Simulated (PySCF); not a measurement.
SnO⁺, HF: how much the basis matters

PySCF, UHF reference; doublet, unpaired electrons π ↑; De to Sn⁺ + O without counterpoise correction.

```
                     basis                           relativity  functions  Re (Å)  ωe (cm⁻¹)  De (eV)  μ (D)
                x2c-SVPall                        spin-free X2C         50   1.981        685     1.06  -3.20
aug-cc-pVDZ-PP/aug-cc-pVDZ  scalar-relativistic core potentials         55   1.974        678     1.22  -3.01
               def2-TZVPPD  scalar-relativistic core potentials         96   1.947        693     1.32  -2.86
```

Question: How does each smaller set differ from the one with most functions, def2-TZVPPD?

Answer: x2c-SVPall: +3.4 pm, -1.2 % in ωe, -0.26 eV in De; aug-cc-pVDZ-PP/aug-cc-pVDZ: +2.7 pm, -2.2 % in ωe, -0.10 eV in De. All at HF; the set with most functions is neither the basis-set limit nor always the best. The rows treat relativity differently, so the differences are not basis effects alone.

A positive dipole points towards O; it is taken about the centre of mass and depends on that origin. These are scalar-relativistic numbers at best; spin–orbit coupling would shift them, the dissociation energy most. For an ion De counts to the pair picked by the measured ionisation energies or electron affinities, which need not be the lowest pair at this level. Hartree–Fock leaves out correlation, which carries a large part of most bond energies and some tenths to 1 eV of ionisation energies. The state is the lowest determinant that a PBE0 search found; another state may lie lower at other levels.
